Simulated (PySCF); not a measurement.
# Computed properties of C2H5FOSi2, SMILES O=C1C[SiH2][Si@@H]1F

C₂H₅FOSi₂, SMILES O=C1C[SiH2][Si@@H]1F. Coordinates come from a B3LYP-D3(BJ)/def2-SVP optimisation. The structure was generated by enumeration; whether it is a known compound was not checked. Other conformers were not sampled. All values are computed for the isolated molecule unless a solvent is named; none is compared with measurement here.

**Structure.** All 27 harmonic modes at B3LYP-D3(BJ)/def2-SVP (PySCF) are real, so it is a minimum. With heavy atoms numbered as in [O:1]=[C:2]1[CH2:3][SiH2:4][Si@@H:5]1[F:6], the shortest bond between them is O1–C2 at 1.204 Å and the longest Si4–Si5 at 2.358 Å.

**Vibrations.** The strongest infrared lines (harmonic, unscaled, degenerate partners summed) lie at 1817 cm⁻¹ (203 km/mol, C 60 %, O 39 %), 884 cm⁻¹ (187 km/mol, Si 42 %, F 42 %, H 13 %), 2233 cm⁻¹ (108 km/mol, H 97 %). The softest mode is at 64 cm⁻¹ and the zero-point energy is 40.2 kcal/mol.

**Electronic structure.** HF/def2-TZVP (PySCF) places the frontier levels at -9.97 and 1.53 eV, a gap of 11.50 eV, and gives a dipole moment of 3.17 D and a mean polarisability of 71.5 bohr³. PBE/def2-TZVP (PySCF) at the same geometry gives -5.54 and -3.14 eV, so its gap is 9.10 eV narrower. An orbital gap is neither the optical nor the fundamental gap.

**Excitations.** TDA-CAM-B3LYP/def2-SVPD (PySCF) has S1 at 3.04 eV (408 nm, f = 0.001, dark); the most intense of the 10 singlets computed lies at 6.71 eV (f = 0.10). T1 (TDA) is at 2.44 eV, 0.60 eV under S1. TDA-PBE/def2-SVPD (PySCF) puts S1 at 2.68 eV.

**NMR.** GIAO shifts at HF/pcSseg-1 (PySCF) (non-relativistic, atoms alike by connectivity averaged): ¹³C from 47.2 to 233.8 ppm against TMS; ¹H from 3.0 to 5.7 ppm against TMS; ²⁹Si from -76.5 to 33.2 ppm against TMS; ¹⁹F at -182.6 ppm against CFCl3.

**Solvation.** SMD-PBE0/def2-SVP (PySCF) gives -1.5 kcal/mol in water, -4.3 kcal/mol in dimethylsulfoxide, -3.4 kcal/mol in benzene (1 M in both phases, gas-phase geometry); of these solvents dimethylsulfoxide holds the molecule best.
